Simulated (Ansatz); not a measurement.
Isolated molecules relaxed with PBE0-D4/def2-TZVP in Ansatz; ΔE leaves out vibrations. CCSD(T)/CBS is the MP2 limit (def2-TZVPP, def2-QZVPP) plus CCSD(T) − MP2 in def2-TZVPP, frozen cores. This one scheme is used for every species. Functionals use def2-TZVPP. def2 core potentials past Kr. For Sn outer-core shells are correlated without core-valence functions, which leaves a few kJ/mol of doubt a bond.

Consider the cleavage of the Sn–Si bond: `B[SiH](Cl)[SnH3]` + H–F → `[F][SnH3]` + `B[SiH2]Cl`.

`B[SiH](Cl)[SnH3]`:

Cartesian coordinates in Å:
```
B 0.926 1.058 -0.084
Si -0.922 1.282 0.143
Cl -2.304 1.421 -1.353
Sn 0.235 -1.324 0.027
H 1.562 1.047 0.933
H 1.429 1.102 -1.165
H -1.678 1.157 1.412
H 1.778 -1.867 -0.440
H -0.918 -1.959 -1.065
H -0.107 -1.918 1.592
```

H–F:

Cartesian coordinates in Å:
```
F 0.443 0.106 0.067
H -0.443 -0.106 -0.067
```

`[F][SnH3]`:

Z-matrix (Å, degrees):
```
Sn
F 1 1.926
H 1 1.701 2 104.7
H 1 1.701 2 104.7 3 -120.0
H 1 1.701 2 104.7 3 120.0
```

`B[SiH2]Cl`:

Cartesian coordinates in Å:
```
B 0.975 -0.577 0.491
Si -0.639 0.275 -0.334
Cl -0.715 2.323 -0.087
H 1.091 -1.765 0.404
H 1.827 0.036 1.059
H -0.661 0.001 -1.797
H -1.878 -0.292 0.264
```

```json
{"level": "r2SCANh-D4", "ΔE (kJ/mol)": "-11.3"}
{"level": "MP2/def2-SVP", "ΔE (kJ/mol)": "-24.9"}
{"level": "CCSD/def2-SVP", "ΔE (kJ/mol)": "-39.5"}
{"level": "SCS-MP2/def2-QZVPP", "ΔE (kJ/mol)": "-30.0"}
```

Q: What does CCSD(T)/CBS give? (An estimate is asked.)

A: Computed: -14.3 kJ/mol. The listed levels differ from it by 3.0, -10.6, -25.2, -15.7 kJ/mol.

Q: What do rigid-rotor, harmonic-oscillator terms from PBE0-D4/def2-TZVP frequencies (298.15 K, 1 bar) make of the CCSD(T)/CBS value? (Best estimate.)

A: Computed: ΔZPE = -2.6 kJ/mol, ΔH = -20.8 kJ/mol, ΔS = 7 J/(mol·K), ΔG = -22.8 kJ/mol. Modes under 50 cm⁻¹ make the entropy rough.

Largest T1 diagnostic among the species: 0.014.

The D4 term adds +14.5 kJ/mol with B3LYP and +8.0 kJ/mol with PBE0; it sums over pairs of atoms, weighted by their polarisabilities, and B3LYP, whose exchange is more repulsive, gets the larger term. In def2-TZVPP, CCSD(T) changes the Hartree–Fock value by +97.3 kJ/mol (the triples alone add +14.7 kJ/mol) and MP2 by +110.8 kJ/mol. Leaving LDA and LC-ωPBE aside and taking each functional with its dispersion term where it has one, the values, not all of them listed here, spread over 57.4 kJ/mol, from BHLYP-D4 to PBE-D4. LDA lies +35.1 kJ/mol from PBE without D4.

B3LYP here is the variant with VWN-RPA as its local correlation; programs differ in this.
